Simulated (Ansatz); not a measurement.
`[BH2][AlH][SbH2]` and `[F][AlH][SbH2]` differ in one atom or group.

Ansatz, PBE0-D4/def2-TZVP geometries, multiplicity 1. 

Elements past krypton have def2 core potentials.

```
                                      property  `[BH2][AlH][SbH2]`
            LUMO energy (PBE0/def2-TZVPP) / eV               -2.43
             HOMO energy (PBE/def2-TZVPP) / eV               -5.75
zero-point energy (PBE0-D4/def2-TZVP) / kJ/mol               103.4
            HOMO energy (PBE0/def2-TZVPP) / eV               -6.64
size of the dipole moment (PBE/def2-TZVPP) / D                0.30
           LUMO energy (B3LYP/def2-TZVPP) / eV               -2.59
```

Task: What does the change do to each property? (Best estimate.)

Result: Computed: 
```json
{"property": "LUMO energy (PBE0/def2-TZVPP) / eV", "`[F][AlH][SbH2]`": "-1.50", "shift": "0.93"}
{"property": "HOMO energy (PBE/def2-TZVPP) / eV", "`[F][AlH][SbH2]`": "-6.20", "shift": "-0.45"}
{"property": "zero-point energy (PBE0-D4/def2-TZVP) / kJ/mol", "`[F][AlH][SbH2]`": "59.5", "shift": "-43.9"}
{"property": "HOMO energy (PBE0/def2-TZVPP) / eV", "`[F][AlH][SbH2]`": "-7.18", "shift": "-0.54"}
{"property": "size of the dipole moment (PBE/def2-TZVPP) / D", "`[F][AlH][SbH2]`": "1.35", "shift": "1.05"}
{"property": "LUMO energy (B3LYP/def2-TZVPP) / eV", "`[F][AlH][SbH2]`": "-1.68", "shift": "0.91"}
```

With PBE0 the HOMO falls by 0.54 eV and the LUMO rises by 0.93 eV, so the gap widens by about 1.47 eV. PBE moves the HOMO by -0.45 eV and ωB97M-V by -0.59 eV. The zero-point energy changes by -43.9 kJ/mol with -6 modes. Dipoles are sizes alone; their direction can turn.

B3LYP here is the variant with VWN-RPA as its local correlation; programs differ in this.

Spin–orbit coupling is left out; it splits and shifts lone-pair levels of the heavy atoms by tenths of an eV.
